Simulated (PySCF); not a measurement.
C5H7O, SMILES O=C1[CH]CCC1, multiplicity 2. The structure is a stationary point at r2SCAN-D4/def2-SVP. The isomer is the one that the SMILES or the coordinates give; other isomers of the formula were not compared. Other conformers were not sampled.

Method: r2SCAN-D4/def2-SVP (PySCF).

Harmonic wavenumbers (cm⁻¹): 152, 201, 456, 472, 594, 620, 680, 797, 849, 867, 907, 964, 976, 1032, 1095, 1180, 1196, 1208, 1279, 1300, 1334, 1343, 1414, 1427, 1469, 1686, 2962, 3032, 3053, 3067, 3118, 3125, 3212. Rotational constants (GHz): 7.094, 3.373, 2.423; symmetry number 1.

**Question.** Work out the zero-point energy and the ideal-gas rigid-rotor harmonic-oscillator thermochemistry at 298.15 K and 1 atm.

**Answer.** ZPE = ½ Σ hcν = ½ × 47069 cm⁻¹ = 281.54 kJ/mol. H − E(el) = 298.41 kJ/mol. Entropy in J/(mol K): translation 163.87, rotation 109.28, vibration 36.85, spin 5.76, total 315.77. G − E(el) = 204.27 kJ/mol. Cp = 94.05 J/(mol K).
